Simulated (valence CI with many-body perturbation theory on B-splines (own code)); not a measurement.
## E1 transitions of Xe⁴⁰⁺

Computed by configuration interaction combined with many-body perturbation theory (CI+MBPT): four valence electrons over a frozen Dirac-Fock core [Ne], radial functions for each j: 11 s, 11 p, 9 d, 7 f, 5 g, 2 h, 1 i, with the one-electron correlation potential Σ1, the two-electron term Σ2, the three-electron term Σ3, Breit, model QED; selected CI, second order for the rest (own B-spline code, finite nucleus).

The last digits are not significant, and no measured levels were compared; by estimate large intervals hold to a few tenths of a per cent, small ones and those within an open d or f shell to about a per cent.

Lines 1 to 50 of 227 in falling wavelength, among levels below 475.30 eV, chosen from the strongest by gf and those to the six lowest levels. Wavelengths and rates use the calculated energies. Electric multipoles are in the length gauge, E1 and E2 with the static RPA response of the core. Weak lines are less certain than strong ones. Lines between different terms over intervals too small for the method are left out, as are lines whose strength nearly cancels. Where a level lies close to another of its J and parity, the split of strength between their lines is uncertain. The highest levels of a list are the least certain.

Levels are named by their leading jj configuration (3d3/2^4 stands for four electrons in 3d with j = 3/2), which in mixed levels can hold well under half, so a name can repeat and another be missing. Letters in brackets count levels of one name in rising energy.

```tsv
λ vac (Å)	Upper	Lower	A (s⁻¹)	log gf	Branch %
725.4	(3s 3p1/2^2 3p3/2) J=2	(3s^2 3p3/2^2) J=2	6.07e+05	-3.62	0.0
539.7	(3s 3p1/2^2 3p3/2) J=1	(3s^2 3p3/2^2) J=0	1.20e+06	-3.80	0.0
335.7	(3s 3p1/2^2 3p3/2) J=1	(3s^2 3p3/2^2) J=2	2.77e+07	-2.85	0.0
199.7	(3s^2 3p1/2 3d3/2) J=2	(3s^2 3p3/2^2) J=2	1.81e+07	-3.27	1.3
165.8	(3s^2 3p1/2 3d3/2) J=1	(3s^2 3p3/2^2) J=0	3.28e+07	-3.39	0.0
156.7	(3s 3p1/2 3p3/2^2) J=2 [a]	(3s^2 3p3/2^2) J=2	4.04e+08	-2.13	24.6
155.2	(3s 3p1/2 3p3/2 3d3/2) J=4	(3s^2 3p3/2 3d3/2) J=3	2.40e+09	-1.11	43.7
152.6	(3s 3p1/2^2 3d3/2) J=2	(3s^2 3p1/2 3d3/2) J=1	2.48e+09	-1.36	14.7
147.7	(3s 3p1/2 3p3/2 3d5/2) J=4 [a]	(3s^2 3p3/2 3d5/2) J=4	1.04e+09	-1.51	73.0
142.9	(3s^2 3p1/2 3d5/2) J=3	(3s^2 3p3/2^2) J=2	1.01e+09	-1.67	9.8
139.7	(3s^2 3p1/2 3d3/2) J=1	(3s^2 3p3/2^2) J=2	1.66e+08	-2.84	0.0
139.2	(3s 3p1/2^2 3d5/2) J=3	(3s^2 3p1/2 3d5/2) J=2	2.43e+09	-1.31	4.4
138.9	(3s 3p1/2 3p3/2 3d5/2) J=4 [b]	(3s^2 3p3/2 3d5/2) J=3	2.26e+09	-1.23	3.3
135.3	(3s 3p1/2 3p3/2 3d3/2) J=3 [b]	(3s^2 3p3/2 3d3/2) J=3	1.26e+09	-1.62	0.5
134.5	(3s 3p1/2 3p3/2 3d3/2) J=3 [b]	(3s^2 3p3/2 3d3/2) J=2	1.09e+09	-1.69	0.4
129.8	(3s 3p1/2^2 3p3/2) J=2	(3s^2 3p1/2 3p3/2) J=2	3.61e+09	-1.34	41.5
129.1	(3s 3p1/2 3p3/2 3d3/2) J=2 [a]	(3s 3p1/2 3p3/2^2) J=1 [b]	1.85e+09	-1.64	1.8
128.9	(3p1/2 3p3/2^3) J=2	(3s 3p3/2^3) J=1	2.46e+09	-1.51	0.6
128.7	(3s 3p1/2 3p3/2 3d3/2) J=2 [d]	(3s^2 3p3/2 3d3/2) J=1	2.44e+09	-1.52	0.7
127.7	(3s 3p1/2 3p3/2 3d5/2) J=5	(3s^2 3p3/2 3d5/2) J=4	7.41e+09	-0.70	100.0
126.6	(3s 3p1/2 3p3/2 3d5/2) J=4 [c]	(3s^2 3p3/2 3d5/2) J=3	3.16e+09	-1.17	1.8
123.0	(3s 3p1/2 3p3/2 3d5/2) J=1 [a]	(3s^2 3p3/2 3d3/2) J=2	2.78e+09	-1.72	1.7
121.6	(3s 3p1/2^2 3p3/2) J=2	(3s^2 3p1/2 3p3/2) J=1	5.09e+09	-1.25	58.5
120.8	(3s 3p1/2 3p3/2 3d3/2) J=2 [a]	(3s 3p1/2 3p3/2^2) J=2 [b]	2.91e+09	-1.50	2.9
120.8	(3s^2 3p1/2 3d5/2) J=2	(3s^2 3p3/2^2) J=2	3.66e+05	-5.40	0.0
120.8	(3s 3p1/2 3p3/2 3d3/2) J=3 [c]	(3s^2 3p3/2 3d3/2) J=3	3.27e+09	-1.30	1.4
119.9	(3s 3p1/2 3p3/2^2) J=1 [a]	(3s^2 3p3/2^2) J=0	3.44e+09	-1.65	2.5
119.1	(3s 3p1/2^2 3d3/2) J=1	(3s^2 3p1/2 3d3/2) J=2	9.45e+09	-1.22	53.0
118.1	(3s 3p1/2^2 3d5/2) J=3	(3s^2 3p1/2 3d5/2) J=3	4.39e+09	-1.19	7.9
117.7	(3s 3p1/2 3p3/2^2) J=3	(3s^2 3p3/2^2) J=2	4.34e+09	-1.20	5.2
117.7	(3s 3p1/2 3p3/2 3d5/2) J=1 [c]	(3s^2 3p3/2 3d5/2) J=1	4.57e+09	-1.55	2.0
116.7	(3s 3p1/2 3p3/2 3d5/2) J=3 [a]	(3s^2 3p3/2 3d5/2) J=2	3.71e+09	-1.28	3.2
116.3	(3s 3p1/2 3p3/2 3d5/2) J=3 [a]	(3s^2 3p3/2 3d3/2) J=2	1.69e+09	-1.62	1.5
115.9	(3s 3p1/2 3p3/2 3d5/2) J=2 [c]	(3s^2 3p3/2 3d5/2) J=1	5.18e+09	-1.28	2.0
114.9	(3s 3p1/2 3p3/2 3d3/2) J=1 [c]	(3s^2 3p3/2 3d3/2) J=1	4.24e+09	-1.60	1.3
114.9	(3s 3p1/2^2 3d3/2) J=2	(3s^2 3p1/2 3d3/2) J=2	7.14e+09	-1.15	42.2
114.0	(3p1/2^2 3p3/2^2) J=0	(3s 3p1/2 3p3/2^2) J=1 [b]	9.97e+09	-1.71	6.3
112.9	(3s 3p1/2 3p3/2 3d5/2) J=3 [d]	(3s^2 3p3/2 3d5/2) J=3	6.80e+09	-1.04	2.0
112.6	(3s 3p1/2 3p3/2 3d5/2) J=2 [c]	(3s^2 3p3/2 3d5/2) J=3	1.95e+09	-1.73	0.8
110.5	(3s 3p1/2^2 3d5/2) J=2	(3s^2 3p1/2 3d5/2) J=3	1.37e+10	-0.90	23.8
110.1	(3s 3p1/2^2 3d5/2) J=3	(3s 3p1/2 3p3/2^2) J=2 [a]	4.96e+09	-1.20	8.9
109.9	(3s 3p1/2 3p3/2 3d3/2) J=2 [b]	(3s 3p1/2 3p3/2^2) J=2 [b]	3.71e+09	-1.47	2.6
109.8	(3s 3p1/2 3p3/2 3d5/2) J=2 [d]	(3s^2 3p3/2 3d5/2) J=1	3.72e+09	-1.47	0.8
108.9	(3p1/2 3p3/2^3) J=2	(3s 3p3/2^3) J=2	8.20e+09	-1.14	2.0
108.9	(3s 3p1/2 3p3/2^2) J=1 [b]	(3s^2 3p3/2^2) J=0	3.39e+09	-1.74	0.8
108.9	(3s 3p1/2 3p3/2 3d5/2) J=2 [b]	(3s^2 3p3/2 3d5/2) J=2	5.56e+09	-1.31	2.7
108.5	(3s 3p1/2 3p3/2 3d5/2) J=2 [b]	(3s^2 3p3/2 3d3/2) J=2	3.30e+09	-1.54	1.6
108.3	(3s 3p1/2 3p3/2 3d5/2) J=4 [b]	(3s^2 3p3/2 3d5/2) J=4	2.75e+09	-1.36	4.0
107.5	(3s 3p1/2^2 3p3/2) J=1	(3s^2 3p1/2 3p3/2) J=2	1.41e+10	-1.14	14.1
107.2	(3s 3p1/2 3p3/2 3d5/2) J=3 [b]	(3s^2 3p3/2 3d5/2) J=4	2.06e+09	-1.61	0.8
```

Q: How does gf follow from A for the line at 119.1 Å?

A: gf = 1.4992 × (2J+1)_upper × A / σ², with σ = 839538 cm⁻¹ and 2J+1 = 3: gf = 0.0603.
